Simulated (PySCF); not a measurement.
How the method moves the HOMO and LUMO of `C=CS(F)(F)(F)(F)F`

Compound: C2H3F5S.
Geometry (PBE0-D3(BJ)/def2-SVP, Å), atoms numbered from 1 in this order:
```
atom  x, y, z in Å
C1     1.6984    0.5037    0.1114
C2     0.7780   -0.3698   -0.2649
S3    -0.9737   -0.1230    0.0118
F4    -2.5528    0.0453    0.2310
F5    -0.7634    0.3470    1.5353
F6    -0.9270    1.4151   -0.4557
F7    -1.2848   -0.5790   -1.5015
F8    -1.1242   -1.6506    0.4990
H9     1.4425    1.4362    0.6188
H10    2.7535    0.2991   -0.0862
H11    0.9718   -1.3146   -0.7753
```

Basis pcSseg-1 throughout (PySCF), one geometry. Geometry: PBE0-D3(BJ)/def2-SVP; no solvent, vibrations or thermal averaging.

Q: How do the orbital energies, the gap and the dipole change with the method?

A: 
```csv
method,kind,HOMO (eV),LUMO (eV),gap (eV),μ (D),SCF cycles
PBE,GGA,-7.83,-2.27,5.55,3.12,15
LDA,LDA,-8.07,-2.64,5.43,3.26,15
B3LYP,global hybrid,-8.90,-1.47,7.43,3.36,14
PBE0,global hybrid,-9.16,-1.24,7.92,3.37,13
BHandHLYP,global hybrid,-10.27,-0.11,10.17,3.60,13
CAM-B3LYP,range-separated hybrid,-10.55,-0.04,10.51,3.43,13
HF,Hartree–Fock,-11.89,2.76,14.65,3.85,11
LC-wPBE,range-separated hybrid,-12.00,1.15,13.15,3.39,14
```

The HOMO spans 4.17 eV, from PBE down to LC-wPBE, and the gap runs from 5.43 eV (LDA) to 14.65 eV (HF). Over the methods PBE (0 %), LDA (0 %), B3LYP (20 %), PBE0 (25 %), BHandHLYP (50 %), HF (100 %), a straight line through the gap against the share of exact exchange rises by 0.91 eV for each 10 % (correlation coefficient 1.000). The dipole ranges from 3.12 D (PBE) to 3.85 D (HF). This basis has no diffuse functions.

The vertical ΔSCF ionisation energy at CAM-B3LYP/def2-SVPD is 11.60 eV; −ε(HOMO) comes closest to it with HF (11.89 eV).
